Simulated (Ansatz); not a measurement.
A run for Ansatz (a program for electronic structure): U-B3LYP/def2-TZVPP on AlBrH2 (SMILES [AlH2][Br]), a point of a bond scan (R = 2.721 Å).

Ansatz 0.2 input:
```yaml
crystal:
  periodic: [false, false, false]
  atoms:
    - {symbol: Al, position_ang: [-0.83541046, -1.29867282, 0.20638148]}
    - {symbol: H, position_ang: [-0.32444596, -2.32948796, 1.27376836]}
    - {symbol: H, position_ang: [-2.12574011, -1.47940621, -0.66846947]}
    - {symbol: Br, position_ang: [0.62344285, 0.96916225, -0.15401657]}
basis:
  gaussian:
    orbitals: def2-TZVPP
hamiltonian:
  xc: {name: B3LYP}
magnetization: {spin_polarized: true, initial_magnetization: 0}
```

Give the final energy of this run.

-2817.8702 hartree.
